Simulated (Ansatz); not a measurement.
Consider the isomerisation: `O=[C](S)[AlH][OH]` → `O[CH]1[S][Al]1[OH]`.

Calculated with Ansatz (gas phase, PBE0-D4/def2-TZVP geometries, no zero-point term in ΔE). CCSD(T)/CBS is the MP2 limit (def2-TZVPP, def2-QZVPP) plus CCSD(T) − MP2 in def2-TZVPP, frozen cores. Functionals use def2-TZVPP. One conformer a species, not always the lowest.

```tsv
level	ΔE (kJ/mol)	difference from CCSD(T)/CBS
LDA (SPW92)	-32.4	-13.1
BLYP-D4	14.5	33.8
r2SCAN-D4	-14.6	4.7
CAM-B3LYP-D4	-4.9	14.4
ωB97X-V	-11.8	7.5
PBE	-10.6	8.7
revPBE	-3.1	16.2
r2SCAN	-14.8	4.5
r2SCANh	-19.7	-0.4
LC-ωPBE	-23.4	-4.1
RPA@PBE/def2-TZVPP	-1.3	18.0
CCSD/def2-SVP	-0.5	18.8
CCSD(T)/def2-SVP	2.7	22.0
HF/def2-TZVPP	3.4	22.7
CCSD/def2-TZVPP	-14.1	5.2
HF/CBS(def2)	5.5	24.8
CCSD(T)/CBS	-19.3	0
```

Largest T1 diagnostic among the species: 0.017.

At CCSD(T), def2-SVP lies +22.0 kJ/mol from the extrapolated value and def2-TZVPP +6.0 kJ/mol. From BLYP to BHLYP (50 % exact exchange), in def2-TZVPP and without D4, ΔE moves by −23.9 kJ/mol.
